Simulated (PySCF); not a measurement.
**How methods differ on the ionisation energy of Mo⁷⁺**

Mo⁷⁺ [Ar] 3d10 4s2 4p5 (2P) → Mo⁸⁺ [Ar] 3d10 4s2 4p4 (3P), as a difference of total energies. All numbers are calculated (PySCF 2.14, scalar relativity by spin-free X2C-1e, in an uncontracted even-tempered set (22 s from 0.14 bohr⁻², ratio 2.5; 15 p from 0.18 bohr⁻², ratio 2.5; 10 d from 0.33 bohr⁻², ratio 2.5; 5 f from 2.7 bohr⁻², ratio 2.7; 5 g from 4 bohr⁻², ratio 2.7)). The calculations carry no spin-orbit coupling.

```json
{"method": "UHF", "ionisation energy (eV)": "143.23"}
{"method": "MN15", "ionisation energy (eV)": "144.95"}
{"method": "M06-2X", "ionisation energy (eV)": "144.26"}
```

The reference lies between the lowest fine-structure levels, while these numbers refer to the centres of the terms.

For comparison: 143.6 ± 1 eV (measured; NIST Atomic Spectra Database, ionization energies).
